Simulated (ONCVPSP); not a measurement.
# Before and after: ONCV potential for K (Z = 19)

| Property | Result |
| --- | --- |
| Element | K (Z = 19) |
| Generator | ONCVPSP 4.0.1 |
| Type | optimised norm-conserving Vanderbilt (ONCV) |
| Functional | LDA (Perdew-Wang 92) |
| Relativity | scalar-relativistic |
| Frozen core | [Ne] 3s2 |
| Valence charge | 7 |
| Reference configuration | 3p6 3d1 |
| Partial waves | s scattering state at 0.24 Ha: rc 4.10 bohr, ncon 4, nbas 8, qcut 1.4 1/bohr, 2 projectors, debl 0.8 Ha; 3p: rc 1.40 bohr, ncon 4, nbas 8, qcut 5.6 1/bohr, 1 projector; 3d: rc 4.00 bohr, ncon 4, nbas 7, qcut 2.4 1/bohr, 2 projectors, debl 2.9 Ha |
| Local potential | polynomial inside 1.10 bohr (lpopt 4, dvloc0 3 Ha) |
| Core correction | polynomial model core, fcfact 0.35 |

In the s channel the program set the typed energies aside and used 0.050, 0.850 Ha.

All-electron outer shells of the reference configuration (LDA (PZ), scalar-relativistic, ld1.x):

```csv
shell,level (eV),outermost node (bohr),outermost maximum (bohr)
3p,-20.19,0.45,1.15
3d,-0.63,–,6.98
```

Change: s: debl 0.4. In the s channel the program set the typed energies aside and used 0.050, 0.450 Ha.

Cutoffs: the cutoffs (Ha) at which the residual kinetic energy of the hardest occupied pseudo-wave falls to 1 and 0.1 mHa per electron; they do not see the model core or the augmentation charge, which bear on the density cutoff. Errors are all-electron minus pseudo energies relative to the spin-unpolarised reference configuration.

How do hardness, ghosts and transferability respond?

The potential gets neither clearly harder nor softer (12 Ha and 20 Ha → 12 Ha and 20 Ha); a bound ghost appears in s, which as a rule spoils a file; the lowest positive-energy flag moves from s at 1.4 eV to d at 78.0 eV; the number of tests with a reliable result goes from 4 to 2.

```tsv
quantity	base	changed
cutoff, loose	12 Ha	12 Ha
cutoff, tight	20 Ha	20 Ha
bound ghosts	none	s
GHOST(+) flags under 300 eV	s at 1.4 eV, d at 78.0 eV	d at 78.0 eV
tests with a reliable result	4 of 4	2 of 4
error for 3p6 3d0, meV [ΔE 1.89 eV]	+16	+16
error for 3p6 3d0 4p1, meV [ΔE -0.88 eV]	+12	+12
s: phases at 4.16 bohr within 0.05 rad from the reference energy up to (Ha; the scan ends near 5)	2.1	2.0
p: phases at 1.42 bohr within 0.05 rad from the reference energy up to (Ha; the scan ends near 5)	3.3	3.3
d: phases at 4.06 bohr within 0.05 rad from the reference energy up to (Ha; the scan ends near 5)	0.1	0.1
rms error of d²Exc/dni dnj with the model core, mHa	1.08	1.08
```

 A true bound ghost makes a file unfit for plane-wave use even where its test errors are small: the radial tests pick states by their node count and pass the ghost by.
